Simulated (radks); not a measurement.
Ionisation of the lutetium ion Lu3+, [Xe] 4f14, to [Xe] 4f13 as the strength of local exchange is varied. All-electron calculation, Dirac Kohn-Sham, Slater X-alpha exchange (alpha = 2/3 is LDA exchange), no correlation, spin-unpolarised, spherical densities, point nucleus. Program: a radial shooting solver on a logarithmic mesh with Libxc functionals.

alpha = 0.562: E(Lu3+) (hartree) -14518.8521; exchange (hartree) -239.6938; IE (eV) 40.827; -e of the level emptied (eV) 30.798 (4f7/2); <r> of it (bohr) 0.7398
alpha = 0.667: E(Lu3+) (hartree) -14563.7104; exchange (hartree) -285.4366; IE (eV) 44.380; -e of the level emptied (eV) 34.021 (4f7/2); <r> of it (bohr) 0.7252
alpha = 0.683: E(Lu3+) (hartree) -14570.5592; exchange (hartree) -292.4332; IE (eV) 44.935; -e of the level emptied (eV) 34.527 (4f7/2); <r> of it (bohr) 0.7231
alpha = 0.684: E(Lu3+) (hartree) -14570.9873; exchange (hartree) -292.8707; IE (eV) 44.970; -e of the level emptied (eV) 34.559 (4f7/2); <r> of it (bohr) 0.7229
alpha = 0.732: E(Lu3+) (hartree) -14591.5554; exchange (hartree) -313.9033; IE (eV) 46.658; -e of the level emptied (eV) 36.102 (4f7/2); <r> of it (bohr) 0.7167
alpha = 0.838: E(Lu3+) (hartree) -14637.0880; exchange (hartree) -360.5709; IE (eV) 50.498; -e of the level emptied (eV) 39.631 (4f7/2); <r> of it (bohr) 0.7038
alpha = 0.905: E(Lu3+) (hartree) -14665.9470; exchange (hartree) -390.2245; IE (eV) 53.003; -e of the level emptied (eV) 41.946 (4f7/2); <r> of it (bohr) 0.6960

NIST Atomic Spectra Database: 45.25 eV (semi-empirical). The Delta-SCF value meets it near alpha = 0.69. Spin polarisation and multiplet splitting are left out, so open shells lie too high by an amount that depends on their filling.

Beside tabulated values, note that spin-unpolarised runs miss the spin-polarisation part of the exchange energy of open shells.
